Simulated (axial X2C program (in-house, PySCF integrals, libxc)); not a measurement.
## What spin–orbit coupling does to NbO⁺

Calculated with an in-house all-electron X2C program for linear molecules (integrals from PySCF). Spin-free means the one-electron spin-free X2C Hamiltonian; two-component (2c) means X2C with spin–orbit coupling and atomic mean-field two-electron Coulomb and Gaunt terms, so the difference of the two also holds small scalar two-electron terms. Basis: Nb dyall-cv3z [11s12p9d5f3g], O dyall-av3z [7s6p3d2f] (cores contracted in-house); Gaussian nuclei, density fitting, unrestricted open shells. Masses: Nb 92.906 u, O 15.995 u.

Spin-free state: M_S = 1, Λ = 0 (beyond evenly filled blocks: δ+α, δ-α); fragments Nb+ + O.

```csv
level,Re (Å),ωe (cm⁻¹),De (eV),μ (D)
PBE0,1.632,1103.5,7.031,-5.04
PW91,1.654,1050.1,8.052,-4.70
```

Dipoles are positive if O is the positive end and refer to the centre of mass.

Two-component determinant lowest at the distance of the search:

Ω = 1 (⟨Sz⟩ = 1.00, ⟨Lz⟩ = 0.00 at PBE0); fragments Nb+ + O.

| level | Re (Å) | ωe (cm⁻¹) | μ (D) |
| --- | --- | --- | --- |
| PBE0 | 1.632 | 1103.7 | -5.03 |
| PW91 | 1.654 | 1050.2 | -4.69 |

Q: From the two tables, how do the constants change at the PBE0 level (2c against spin-free)?

A: At the PBE0 level Re is unchanged within 0.001 Å and ωe doesn't move by more than 0.2 cm⁻¹.

The state is one determinant whose occupation by symmetry is held fixed; it was picked as the lowest of a PBE0 search that is not exhaustive. De is counted from the lowest determinant-based energies of the atoms at the same level, without counterpoise correction. De is not given where an atomic determinant may have missed its ground term or J level, or where the truncated virtual space spoils (T). Density functionals use the spin component along the axis (collinear). Other states lie close and PBE0, whose exact exchange favours high spin, may order them wrongly; the determinant shown need not be the ground state. The nearest other spin-free determinant of the search, M_S = 0, Λ = 4, lies 0.94 eV up at the distance of the search. Without a current term, density functionals place determinants with orbital angular momentum somewhat too high. With several unpaired electrons one determinant need not be a pure state. Open-shell Ω = 0 determinants with evenly filled partner blocks cannot be reached by this program, so the Ω shown need not be the lowest component. The determinant is spin-polarised beyond a pure state at some levels (its spin-free form has ⟨S²⟩ too high), which makes Re and μ there less reliable.
